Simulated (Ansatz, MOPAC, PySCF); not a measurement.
Isomers of CH7FSi2: 1 is F[SiH2]C[SiH3], 2 is [SiH2]([SiH2]C)F; one conformer of each (the lowest of an xTB search), B3LYP-D3(BJ)/def2-TZVP minima.
Isomer 1 (charge 0, multiplicity 1):
```xyz
11

F     -1.8944     1.2392     0.5820
Si    -1.5818    -0.2180    -0.0279
C      0.1441    -0.2362    -0.7150
Si     1.4998     0.3332     0.4602
H     -2.5974    -0.4775    -1.0716
H     -1.7189    -1.1979     1.0714
H      0.1812     0.3754    -1.6214
H      0.3626    -1.2661    -1.0197
H      2.8339     0.0928    -0.1399
H      1.4114    -0.4224     1.7326
H      1.3594     1.7775     0.7493
```
Isomer 2 (charge 0, multiplicity 1):
```xyz
11

C     -1.65931    -0.36342     0.37207
Si    -0.29803     0.80892    -0.19303
Si     1.76325    -0.31487    -0.18706
F      2.94646     0.67369    -0.66773
H     -1.73293    -1.22624    -0.29220
H     -2.62617     0.14267     0.37550
H     -1.46654    -0.72867     1.38229
H     -0.57872     1.30544    -1.56392
H     -0.21668     1.98246     0.71299
H      2.11484    -0.80209     1.16986
H      1.75385    -1.47788    -1.10877
```

No zero-point or thermal terms.

The state reached by PM6 isn't checked.

Run with Ansatz (a quantum-chemistry and plane-wave program) with Gaussian orbitals; MOPAC for PM6 (differences of heats of formation); PySCF for M06-2X. 

What is the computed electronic energy of isomer 2 less that of isomer 1 (CAM-B3LYP/def2-TZVPP)?

4.8 kcal/mol

Give the electronic energy of isomer 2 less that of isomer 1 at the level PM6.

17.5 kcal/mol

What is the computed electronic energy of isomer 2 less that of isomer 1 (M06-2X/def2-TZVPP)?

5.9 kcal/mol
